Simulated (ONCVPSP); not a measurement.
P (Z = 15): one change to an ONCV potential, before and after

* Element: phosphorus (P)
* Generator: ONCVPSP 4.0.1
* Type: optimised norm-conserving Vanderbilt (ONCV)
* Functional: PBEsol
* Relativity: scalar-relativistic
* Frozen core: [He]
* Valence charge: 13
* Reference configuration: 2s2 2p6 3s2 3p3
* Partial waves: 2s+3s: rc 0.70 bohr, ncon 3, nbas 6, qcut 21.3 1/bohr, 2 projectors; 2p+3p: rc 0.70 bohr, ncon 4, nbas 8, qcut 17.2 1/bohr, 2 projectors
* Local potential: polynomial inside 0.45 bohr (lpopt 5, dvloc0 3 Ha)
* Core correction: Teter function, fcfact 2.25, rcfact 1.3

All-electron outer shells of the reference configuration (PBEsol, scalar-relativistic, ld1.x):

```csv
shell,level (eV),outermost node (bohr),outermost maximum (bohr)
1s,-2080.27,–,0.07
2s,-173.57,0.14,0.42
2p,-124.33,–,0.36
3s,-13.92,0.66,1.58
3p,-5.48,0.64,1.83
```

Change: p: rc 1.02.

Cutoffs: the cutoffs (Ha) at which the residual kinetic energy of the hardest occupied pseudo-wave falls to 1 and 0.1 mHa per electron; they do not see the model core or the augmentation charge, which bear on the density cutoff. Errors are all-electron minus pseudo energies relative to the spin-unpolarised reference configuration.

What does the change do?

The potential gets softer (134 Ha and 219 Ha → 123 Ha and 149 Ha); of the 4 tests that both files solve, the error grows in 2 and shrinks in 0 by more than 15 % and 0.3 meV (median size 4.6 → 5.3 meV); neither file shows a bound ghost. A larger radius leaves more room for a smooth pseudo-wave, so fewer plane waves are needed.

| quantity | base | changed |
| --- | --- | --- |
| cutoff, loose | 134 Ha | 123 Ha |
| cutoff, tight | 219 Ha | 149 Ha |
| loose cutoff by channel | s 123 Ha, p 134 Ha | s 123 Ha, p 99 Ha |
| bound ghosts | none | none |
| GHOST(+) flags under 300 eV | none | none |
| error for 2s2 2p6 3s2 3p2, meV [ΔE 9.70 eV] | +0.5 | +0.2 |
| error for 2s2 2p6 3s2 3p1, meV [ΔE 28.81 eV] | +2.2 | +2.1 |
| error for 2s2 2p6 3s2 3p0, meV [ΔE 58.52 eV] | +6.9 | +8.6 |
| error for 2s2 2p6 3s1 3p0, meV [ΔE 110.43 eV] | +7.4 | +9.2 |
| s: phases at 0.71 bohr within 0.05 rad from the reference energy up to (Ha; the scan ends near 5) | to the end of the scan | to the end of the scan |
| rms error of d²Exc/dni dnj with the model core, mHa | 1.99 | 1.94 |
